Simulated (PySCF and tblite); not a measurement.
The numbers below are computed, except where a source is named.
System: C₇H₁₃ (charge +1), numbered as in [CH3:1][C+:2]1[CH2:3][CH2:4][CH2:5][C@@H:6]1[CH3:7].

For the shift of H on C6 from C6 to C2: electronic barrier 3.63 kcal/mol, zero-point change -1.44 kcal/mol, thermal and entropy terms at 250 K a further 0.05 kcal/mol (symmetry numbers apart). The minimum is C1, the saddle Cs. Level: PBE/pcSseg-1 + D3(BJ) on B3LYP-D3(BJ)/def2-SVP stationary points, with GFN2-xTB thermal terms. Rates follow Eyring's equation with the number of equivalent paths and no tunnelling. (PySCF 2.14 with density fitting, tblite 0.8.)

Problem. How many equivalent paths lead out of the minimum?

Solution. 1: the symmetry number of the minimum is 1, that of the saddle displaced along its mode 1.

Problem. Work out the rate at 250 K.

Solution. ΔG‡ = 2.24 kcal/mol; k_B T/h = 5.2×10¹² s⁻¹; exp(−ΔG‡/RT) = 0.011; times 1 gives k = 5.7×10¹⁰ s⁻¹.

The ion is treated without a counter-ion.
